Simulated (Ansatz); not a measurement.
Reaction (cleavage of the Si–Si bond): `[NH2][AlH][SiH2][SiH2]Cl` + `C=CN[SiH3]` → `C=CN([SiH3])[SiH2]Cl` + `[NH2][AlH][SiH3]`

Computed with Ansatz on PBE0-D4/def2-TZVP structures; ΔE is electronic, products minus reactants. CCSD(T)/CBS adds triple-zeta CCSD(T) − MP2 to the extrapolated MP2 energy (def2 sets, frozen cores). This one scheme is used for every species. Functionals use def2-TZVPP. Each species was taken in one conformer, which may not be the lowest.

```tsv
species	ωB97M-V energy (Eh)
`[NH2][AlH][SiH2][SiH2]Cl`	-1340.60776
`C=CN[SiH3]`	-424.62998
`C=CN([SiH3])[SiH2]Cl`	-1174.98479
`[NH2][AlH][SiH3]`	-590.26946
```

Problem. Work out ΔE.

Solution. ΔE = (-1174.98479) + (-590.26946) − (-1340.60776) − (-424.62998) = -0.01651 Eh = -43.3 kJ/mol. CCSD(T)/CBS gives -41.8 kJ/mol.

Largest T1 diagnostic among the species: 0.013.

From PBE to PBE0 (25 % exact exchange), in def2-TZVPP and without D4, ΔE moves by −6.6 kJ/mol. The D4 term adds −7.1 kJ/mol with B3LYP and −3.5 kJ/mol with PBE0; it sums over pairs of atoms, weighted by their polarisabilities, and B3LYP, whose exchange is more repulsive, gets the larger term.

B3LYP here is the variant with VWN-RPA as its local correlation; programs differ in this.
